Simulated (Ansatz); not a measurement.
`[F][Ge]([F])([Cl])[I]` + HBr → `[F][Ge]([F])([Cl])[Br]` + HI at 700 K and 1 bar (ligand exchange at a Ge–I bond).

Gas-phase electronic energies from Ansatz, PBE0-D4/def2-TZVP geometries. CBS: MP2 limit from def2 TZ/QZ plus the TZ coupled-cluster correction, frozen cores. Elements past krypton have def2 core potentials. For Br, Ge, I outer-core shells are correlated without core-valence functions, which leaves a few kJ/mol of doubt a bond. Scalar relativity is left out up to krypton.

```csv
species,CCSD(T)/CBS energy (Eh),H − E (kJ/mol),S (J/(mol·K))
`[F][Ge]([F])([Cl])[I]`,-3033.07079,78.8,451.9
HBr,-2573.91920,36.5,223.7
`[F][Ge]([F])([Cl])[Br]`,-5308.95213,78.9,442.6
HI,-298.03592,34.6,231.7
```

H − E and S are ideal-gas, rigid-rotor, harmonic terms from PBE0-D4/def2-TZVP. 1 Eh = 2625.50 kJ/mol, R = 8.31446 J/(mol·K).

Task: By hand: ΔE, ΔH, ΔS and ΔG.

Result: ΔE = (-5308.95213) + (-298.03592) − (-3033.07079) − (-2573.91920) = 0.00194 Eh = 5.1 kJ/mol. Δ(H − E) = 78.9 + 34.6 − 78.8 − 36.5 = -1.8, so ΔH = 3.3 kJ/mol. ΔS = 442.6 + 231.7 − 451.9 − 223.7 = -1.3 J/(mol·K). ΔG = 3.3 − 700 × (-1.3)/1000 = 4.2 kJ/mol.

Task: By hand: the equilibrium constant, and the temperature at which ΔG would vanish if ΔH and ΔS stayed fixed.

Result: log₁₀ K = −ΔG/(RT ln 10) = -0.3. ΔH and −TΔS have one sign here, so there is no such temperature. One of them is within its doubt of zero, so this could turn.

The number of gas molecules stays the same, so ΔS is small and ΔH decides. The sign of ΔG lies within the doubt. A doubt of 5 kJ/mol in ΔE shifts log₁₀ K by 0.4 here. These are equilibria of isolated gas molecules and say nothing of rates. Largest T1 diagnostic: 0.011 (customary marks: 0.02 for closed shells, 0.045 for open ones).
